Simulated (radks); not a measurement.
Task: The silicon ion Si3+, [Ne] 3s1. Calculated with a radial shooting solver on a logarithmic mesh with Libxc functionals: non-relativistic Kohn-Sham, PBE, spin-polarised, spherical densities, point nucleus. Every spin shell is full or empty, so the densities are truly spherical. Functionals are evaluated on that one density, not self-consistently. Rank these exchange functionals by their error against the exact value of the orbitals, and give that value: LDA, PBE, revPBE, OPTX, WC, B86b, G96, EV93, revTPSS, SCAN, r2SCAN, Tao-Mo.

Result: Exact: -19.4788 hartree. From best to worst, with 100 (|E| - |E exact|)/|E exact| (equal figures are ties): OPTX +0.01, Tao-Mo -0.05, r2SCAN +0.07, revPBE -0.08, B86b +0.09, G96 +0.11, SCAN +0.30, revTPSS -0.36, PBE -0.57, EV93 +1.53, WC -1.71, LDA -8.44.
